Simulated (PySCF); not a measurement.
**How methods differ on the interval between two levels of In⁺**

In⁺ [Kr] 4d10 5s2 → In⁺ [Kr] 4d10 5s1 6s1 [3S1, M_J = 1], as a difference of total energies. Calculation: PySCF 2.14, in x2c-SVPall-2c with one added diffuse shell each of s, p type (7s9p4d, 54 functions); the two-component X2C-1e Hamiltonian. Correlated levels: [Ar] 3d10 frozen; the 6 highest virtual spinors dropped. "Screened" scales the spin-orbit matrix elements by Boettger's factors to mimic the two-electron term; Breit and QED terms are absent.

```tsv
method	interval between two levels (cm⁻¹)
GHF (spin-free)	82320
GMP2 (spin-free)	87807
GHF (screened spin-orbit)	82335
GMP2 (screened spin-orbit)	87829
```

Errors of the correlated levels include the incompleteness of this basis and the frozen core.

For comparison: 93923 cm⁻¹ (measured; NIST Handbook of Basic Atomic Spectroscopic Data (Sansonetti and Martin, J. Phys. Chem. Ref. Data 34, 1559 (2005))).
